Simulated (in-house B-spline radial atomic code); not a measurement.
Whole-atom quantities along the 6-electron series, configuration [He] 2s2 2p2. Computed with an all-electron radial atomic-structure program (B-spline basis): non-relativistic Hartree-Fock, average of the configuration, point nuclei.

This level leaves out relativity, spin-orbit splitting included, which matters for heavy ions.

| ion | Z | E/Z² (Eh) | Σ<r²> (bohr²) | n(0)/Z³ (bohr⁻³) | Lamb diamagnetic shielding (ppm) | repulsion over attraction |
| --- | --- | --- | --- | --- | --- | --- |
| Sc15+ | 21 | -1.3513 | 0.4331 | 0.67401 | 1060.15 | 0.049754 |
| Ti16+ | 22 | -1.3577 | 0.38991 | 0.67582 | 1113.4 | 0.047597 |
| V17+ | 23 | ? | ? | ? | ? | ? |
| Cr18+ | 24 | -1.3691 | 0.3209 | 0.67901 | 1219.91 | 0.043797 |
| Mn19+ | 25 | -1.3741 | 0.29308 | 0.68043 | 1273.17 | 0.042114 |
| Fe20+ | 26 | ? | ? | ? | ? | ? |
| Co21+ | 27 | -1.3831 | 0.24731 | 0.68296 | 1379.67 | 0.039107 |
| Ni22+ | 28 | -1.3871 | 0.22835 | 0.68409 | 1432.93 | 0.037759 |
| Cu23+ | 29 | -1.3909 | 0.21149 | 0.68515 | 1486.18 | 0.0365 |
| Zn24+ | 30 | -1.3944 | 0.19643 | 0.68614 | 1539.43 | 0.035322 |
| Ga25+ | 31 | -1.3977 | 0.18293 | 0.68708 | 1592.69 | 0.034217 |
| Ge26+ | 32 | -1.4008 | 0.17077 | 0.68795 | 1645.94 | 0.033179 |
| As27+ | 33 | -1.4037 | 0.15979 | 0.68878 | 1699.19 | 0.032202 |
| Se28+ | 34 | -1.4064 | 0.14984 | 0.68955 | 1752.44 | 0.031281 |
| Br29+ | 35 | -1.409 | 0.14079 | 0.69029 | 1805.7 | 0.030411 |
| Kr30+ | 36 | -1.4115 | 0.13253 | 0.69098 | 1858.95 | 0.029588 |
| Rb31+ | 37 | ? | ? | ? | ? | ? |
| Sr32+ | 38 | -1.416 | 0.11806 | 0.69227 | 1965.45 | 0.028068 |
| Zr34+ | 40 | -1.4201 | 0.10584 | 0.69343 | 2071.96 | 0.026697 |
| Nb35+ | 41 | -1.422 | 0.10043 | 0.69397 | 2125.21 | 0.02606 |
| Mo36+ | 42 | -1.4238 | 0.09542 | 0.69448 | 2178.46 | 0.025453 |
| Tc37+ | 43 | -1.4256 | 0.090779 | 0.69497 | 2231.71 | 0.024873 |
| Ru38+ | 44 | -1.4272 | 0.086469 | 0.69544 | 2284.96 | 0.02432 |
| Rh39+ | 45 | -1.4288 | 0.082459 | 0.69589 | 2338.21 | 0.02379 |
| Pd40+ | 46 | -1.4303 | 0.078722 | 0.69632 | 2391.47 | 0.023283 |
| Ag41+ | 47 | -1.4318 | 0.075233 | 0.69673 | 2444.72 | 0.022797 |

Task: Fill in the row of V17+.

Result: E/Z² (Eh): -1.3636; Σ<r²> (bohr²): 0.35288; n(0)/Z³ (bohr⁻³): 0.67748; Lamb diamagnetic shielding (ppm): 1166.66; repulsion over attraction: 0.045618.

Task: Fill in the row of Fe20+.

Result: E/Z² (Eh): -1.3788; Σ<r²> (bohr²): 0.26874; n(0)/Z³ (bohr⁻³): 0.68174; Lamb diamagnetic shielding (ppm): 1326.42; repulsion over attraction: 0.040555.

Task: Fill in the row of Rb31+.

Result: E/Z² (Eh): -1.4138; Σ<r²> (bohr²): 0.12498; n(0)/Z³ (bohr⁻³): 0.69164; Lamb diamagnetic shielding (ppm): 1912.2; repulsion over attraction: 0.028808.

Task: With what power of Z does the column «Σ<r²> (bohr²)» change over this range?

Result: A fit of the logarithm of its size against log Z from Z = 21 to 47 has slope -2.17. Unscreened non-relativistic hydrogenic orbitals would give -2.
